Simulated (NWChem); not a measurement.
Correlation energy of formate (CHO2 (-1))

```xyz
4

O      1.1320     0.0000     0.2065
C      0.0000     0.0000    -0.3052
O     -1.1320     0.0000     0.2065
H      0.0000     0.0000    -1.4728
```
Charge -1, spin multiplicity 1.

All runs are NWChem calculations. All single points use one geometry, from PBE0/def2-SVP, a minimum by its harmonic frequencies.

Basis set: def2-SVPD. Each correlation energy counts from its own Hartree-Fock reference.

The correlated methods keep 3 core orbitals frozen. The anion's geometry comes from a basis without diffuse functions. Coupled-cluster values serve here as a point of comparison, not as the truth.

Question: For the correlation energy, MP2 gives -532.4 mHa and SCS-MP2 gives -512.2 mHa. What do CR-CCSD[T], CR-CCSD(T), CCSD give?

Answer: CR-CCSD[T]: -553.8 mHa; CR-CCSD(T): -552.0 mHa; CCSD: -536.3 mHa.
